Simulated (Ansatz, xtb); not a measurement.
# Relative energy of two isomers of C8H4S

Structure I is `C#Cc1ccsc1C#C`, a singlet and structure II is `C#Cc1cscc1C#C`, a singlet. Both are isolated molecules in the gas phase, relaxed with r2SCAN-D4/def2-SVP.

Energies in hartree; the thermal terms are from GFN2-xTB frequencies at re-optimised GFN2-xTB minima (ideal gas, soft modes damped towards free rotors, one conformer each, 298.15 K, 1 atm) and include the zero-point energy:

```
                              I           II
E, CCSD(T)/def2-SVP  −703.540098  −703.539535
    E, MP2/def2-SVP  −703.446239  −703.444843
  E, MP2/def2-TZVPP  −704.174112  −704.173115
  zero-point energy     0.082215     0.082212
       H(298 K) − E     0.091970     0.091944
       G(298 K) − E     0.048452     0.049111
```

Task: Correct the CCSD(T) difference for the basis set by the MP2 change, then work out ΔE, ΔE₀, ΔH and ΔG for I → II in kJ/mol (1 Eh = 2625.50 kJ/mol) and the equilibrium ratio [II]/[I].

Result: 1. Differences II − I: CCSD(T) +0.000563, MP2 in the small set +0.001396, MP2 in the large set +0.000997 Eh.
2. ΔE = +0.000563 + (+0.000997 − (+0.001396)) = +0.000164 Eh = +0.43 kJ/mol.
3. ΔE₀ = ΔE + ΔZPE = +0.000164 + (−0.000003) Eh = +0.42 kJ/mol.
4. ΔH = ΔE + (−0.000026) Eh = +0.36 kJ/mol.
5. ΔG = ΔE + (+0.000659) Eh = +2.16 kJ/mol, so ΔS = (ΔH − ΔG)/T = −6.0 J/(mol K).
6. kT = 0.9442 mEh, so K = [II]/[I] = exp(−ΔG/kT) = exp(−0.87) ≈ 0.42.

The two are too close for this level to say which is favoured. An error of 4 kJ/mol in ΔG would change K by a factor of 5. Mirror images and further conformers aren't counted.

As drawn, both hold the same kinds of bond in the same numbers.

Other levels gave ΔE = +3.5 (GFN2-xTB); +3.3 (HF/STO-3G, GFN2-xTB geometries); +6.4 (r2SCAN-D4/def2-SVP//GFN2-xTB); +6.1 (r2SCAN-D4/def2-SVP); −0.6 (HF/def2-SVP); +3.7 (MP2/def2-SVP); +1.5 (CCSD(T)/def2-SVP) kJ/mol. The correlated steps freeze 13 core orbitals. Programs: Ansatz 0.2.0, xtb 6.7.1.
